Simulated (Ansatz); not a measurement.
`C#[C][Zr]([F])([F])[F]` and `C#[C][Ti]([F])([F])[F]` differ in one element.

Ansatz, PBE0-D4/def2-TZVP geometries, multiplicity 1. 

Elements past krypton have def2 core potentials. Scalar relativity is left out up to krypton.

```tsv
property	`C#[C][Zr]([F])([F])[F]`
ideal-gas entropy at 298 K and 1 bar (rigid rotor, harmonic PBE0-D4/def2-TZVP) / J/(mol·K)	370
size of the dipole moment (B3LYP/def2-TZVPP) / D	1.50
HOMO–LUMO gap (B3LYP/def2-TZVPP) / eV	6.18
LUMO energy (B3LYP/def2-TZVPP) / eV	-2.28
HOMO energy (B3LYP/def2-TZVPP) / eV	-8.46
LUMO energy (PBE0/def2-TZVPP) / eV	-2.05
```

Problem. Give the same properties after the change, and the shifts. (An estimate is asked.)

Solution. Ansatz gave: 
| property | `C#[C][Ti]([F])([F])[F]` | shift |
| --- | --- | --- |
| ideal-gas entropy at 298 K and 1 bar (rigid rotor, harmonic PBE0-D4/def2-TZVP) / J/(mol·K) | 353 | -17 |
| size of the dipole moment (B3LYP/def2-TZVPP) / D | 1.80 | 0.30 |
| HOMO–LUMO gap (B3LYP/def2-TZVPP) / eV | 5.16 | -1.02 |
| LUMO energy (B3LYP/def2-TZVPP) / eV | -3.53 | -1.25 |
| HOMO energy (B3LYP/def2-TZVPP) / eV | -8.70 | -0.24 |
| LUMO energy (PBE0/def2-TZVPP) / eV | -3.25 | -1.20 |

With PBE0 the HOMO falls by 0.23 eV and the LUMO falls by 1.20 eV, so the gap narrows by about 0.97 eV. PBE moves the HOMO by -0.22 eV and ωB97M-V by -0.22 eV. Dipoles are sizes alone; their direction can turn.

B3LYP here is the variant with VWN-RPA as its local correlation; programs differ in this.
